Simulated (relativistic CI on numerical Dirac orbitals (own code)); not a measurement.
# Ba19+: q coefficients and field-shift factors

Calculated at this level of theory: Dirac-Coulomb-Breit CI, separate exchange-only KLI orbitals for each configuration, derivatives by finite differences, unscaled Slater integrals, QED left out (own radial code, finite nucleus).

CI space (outside the closed core [Ar] 3d10): 4s²4p⁶4d, 4s²4p⁵4d², 4s²4p⁶4f, 4s4p⁶4d², 4s²4p⁵4d4f, 4s²4p⁶5s. Double excitations out of closed p, d and f shells are left out; levels of such configurations are missing from the list, as are those of other unlisted configurations, and high levels can miss mixing partners.

With x = (α/α₀)² − 1 an excitation energy changes as ω = ω₀ + qx; K = 2q/ω₀ is the relative enhancement. Terms are leading LS components, so labels can repeat. The field-shift factor is F = δν/δ⟨r²⟩ for the transition from the lowest level.

Lowest level 4s²4p⁶4d ²D3/2.

| Level | ω₀ (cm⁻¹) | q (cm⁻¹) | F (GHz/fm²) |
| --- | --- | --- | --- |
| 4s²4p⁶4d ²D5/2 | 28967 | 28880 | 0.351 |
| 4s²4p⁵4d² ⁴D°1/2 | 698624 | 23170 | 2.55 |
| 4s²4p⁵4d² ⁴D°3/2 | 703576 | 23000 | 2.61 |
| 4s²4p⁵4d² ⁴D°5/2 | 717144 | 32370 | 2.77 |
| 4s²4p⁵4d² ⁴G°7/2 | 732487 | 32210 | 2.87 |
| 4s²4p⁵4d² ²F°5/2 | 733274 | 29020 | 2.86 |
| 4s²4p⁵4d² ⁴D°7/2 | 740088 | 40080 | 2.67 |
| 4s²4p⁵4d² ⁴G°9/2 | 744473 | 43040 | 3.03 |
| 4s²4p⁵4d² ⁴P°5/2 | 753910 | 46880 | 2.98 |
| 4s²4p⁵4d² ⁴G°11/2 | 754053 | 55010 | 3.23 |
| 4s²4p⁵4d² ²D°3/2 | 754729 | 40320 | 2.89 |
| 4s²4p⁵4d² ⁴P°3/2 | 756827 | 34990 | 2.49 |
| 4s²4p⁵4d² ²G°7/2 | 771122 | 41020 | 3.04 |
| 4s²4p⁵4d² ⁴P°1/2 | 775018 | 50960 | 2.69 |
| 4s²4p⁵4d² ²D°5/2 | 783671 | 62390 | 3.29 |
| 4s²4p⁵4d² ²F°7/2 | 786974 | 49690 | 3.26 |
| 4s²4p⁵4d² ⁴F°9/2 | 787748 | 62040 | 3.25 |
| 4s²4p⁵4d² ²F°5/2 | 792665 | 62190 | 2.83 |
| 4s²4p⁵4d² ²H°11/2 | 792714 | 55020 | 3.35 |
| 4s²4p⁵4d² ²P°3/2 | 796417 | 54740 | 2.62 |
| 4s²4p⁵4d² ⁴D°7/2 | 796486 | 62190 | 3.22 |
| 4s²4p⁵4d² ²P°1/2 | 811680 | 77160 | 3.07 |
| 4s²4p⁵4d² ⁴D°5/2 | 814398 | 55840 | 2.77 |

At this charge energies of transitions that change n are usually good to better than 1 %, and those within a shell (Δn = 0) to a few per cent.

**Question.** Which transition from the lowest level has the largest |K|?

**Answer.** 4s²4p⁶4d ²D5/2 at 28967 cm⁻¹, K = 1.99.
